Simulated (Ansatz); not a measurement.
Job for Ansatz (a quantum-chemistry and plane-wave program): R-BLYP/def2-TZVPP on CH6BP (SMILES CBP), a point of a torsion scan.

Ansatz 0.2 input:
```yaml
crystal:
  periodic: [false, false, false]
  atoms:
    - {symbol: C, position_ang: [-1.06777483, 0.12094798, -0.30232802]}
    - {symbol: B, position_ang: [0.01450496, -0.24129072, 0.76966918]}
    - {symbol: P, position_ang: [1.89998820, -0.21546008, 0.38067361]}
    - {symbol: H, position_ang: [-1.84577779, -0.64120971, -0.35326428]}
    - {symbol: H, position_ang: [-1.58058392, 1.03205962, 0.00944533]}
    - {symbol: H, position_ang: [-0.69014116, 0.28079929, -1.31028545]}
    - {symbol: H, position_ang: [-0.31787003, -0.45282290, 1.87362015]}
    - {symbol: H, position_ang: [1.77746106, -0.53164843, -0.96616242]}
    - {symbol: H, position_ang: [1.88032745, 1.14622903, 0.11098146]}
basis:
  gaussian:
    orbitals: def2-TZVPP
hamiltonian:
  xc: {name: BLYP}
scf: {lower_state_search: off}
```

Output:

```
WARN ansatz: RAYON_NUM_THREADS=1 ignored (pool sized by the plan → 1); use --threads N
Functional definition: BLYP
these checks for a lower state are left out or cut short: stability, starts, cluster_reference, orbital_swaps, neighbouring_geometries, increment
integrals: 0.08 GiB planned
990 factors; their error is unknown
mean field: 0.68 GiB planned
mean field evaluation 1: about -11088.6799 eV, gradient 6.5e1 eV
mean field evaluation 2: about -11073.4523 eV, gradient 9.1e1 eV
mean field evaluation 4: about -11098.7585 eV, gradient 7.8e0 eV
mean field evaluation 8: about -11098.8955 eV, gradient 4.5e-1 eV
mean field evaluation 16: about -11098.8957 eV, gradient 3.2e-5 eV
mean field -11098.89573560 eV, -407.8768951816 hartree, gradient 3.9e-7 eV, S^2 0.000000; 0 other end points of the search recorded, 0 dependent functions left out
reference -11098.89608610 eV, -407.8769080620 hartree; 16, 16 occupied and 172, 172 virtual orbitals, 990 factors
Total energy: -11098.89608610 eV, -407.8769080620 hartree
Checks for a lower state left out: stability, starts, cluster_reference, orbital_swaps, neighbouring_geometries, increment
```

Self-consistency was reached.

Cost: very roughly 2.7 core-seconds.
